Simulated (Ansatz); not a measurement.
trans-OsCl2(PF3)4 (P₄OsCl₂F₁₂), relaxed as a singlet with RKS PBE-D4/def2-SVP in Ansatz, starting from the GFN2-xTB geometry. Force threshold 0.03 eV/Å.

In the def2 sets Os takes a core potential; there is no spin–orbit coupling. Another isomer (singlet) lies 0.56 eV lower at PBE0-D4/def2-TZVP; other spin states weren't run for this one.

Start:

```xyz
19

Cl   -2.117   -0.997    0.374
Cl    2.113    0.994   -0.376
F     2.425   -2.244    0.700
F     1.047   -2.937   -1.051
F     0.348   -3.143    1.168
F    -1.070    2.925    1.059
F    -2.428    2.241   -0.712
F    -0.350    3.151   -1.151
F     1.092    1.545    2.794
F     0.939   -0.770    3.053
F    -0.967    0.573    3.185
F     0.978   -0.608   -3.171
F    -0.891    0.789   -3.067
F    -1.115   -1.519   -2.805
Os   -0.002    0.000    0.000
P     0.941   -2.029    0.236
P    -0.948    2.028   -0.234
P     0.241    0.366    2.206
P    -0.237   -0.364   -2.208
```

```
         step  energy (eV)  largest force component (eV/Å)  SCF passes
            1  -97185.0400                           1.345          18
            2  -97185.5679                           0.529          26
            3  -97185.6653                           0.528          28
            4  -97185.6734                           0.261          21
            5  -97185.6940                           0.086          27
            6  -97185.7039                           0.021          19
            7  -97185.7084                           0.110          20
            8  -97185.7126                           0.327          27
            9  -97185.7273                           0.227          20
           10  -97185.7535                           0.184          26
11 (rejected)  -97185.7523                           0.372          27
           12  -97185.7701                           0.067          20
           13  -97185.7797                           0.080          19
           14  -97185.7808                           0.212          26
           15  -97185.7870                           0.138          21
           16  -97185.7900                           0.032          21
           17  -97185.7902                           0.013          20
```

Force components are those of the run's own axes.

End:

```xyz
19

Cl   -2.210   -0.989    0.410
Cl    2.210    0.988   -0.410
F     2.320   -2.494    0.128
F     0.187   -3.223   -0.768
F     0.451   -2.855    1.630
F    -1.989    2.417    1.102
F    -2.279    2.038   -1.291
F    -0.406    3.349   -0.482
F     0.735    1.951    2.582
F     1.748   -0.257    2.809
F    -0.592    0.075    3.355
F     1.093   -1.133   -2.921
F     0.053    1.063   -3.143
F    -1.322   -0.929   -3.000
Os    0.000    0.000    0.000
P     0.772   -2.139    0.243
P    -1.144    1.972   -0.174
P     0.445    0.431    2.201
P    -0.074   -0.265   -2.270
```

By distances, no bond broke or formed. The bond that changes most is Cl1–Os15, from 2.37 to 2.46 Å (atoms count from 1).

The force fell under the threshold at step 6, but the optimiser went on and released 0.086 eV more. No frequencies were taken in this run, so the end may be a saddle point.

Hardware: 2 threads of AMD EPYC 7R13 on a shared host and a share (18 GiB) of an NVIDIA H100 80GB HBM3. Wall time 47 s, peak host memory 1 GiB.
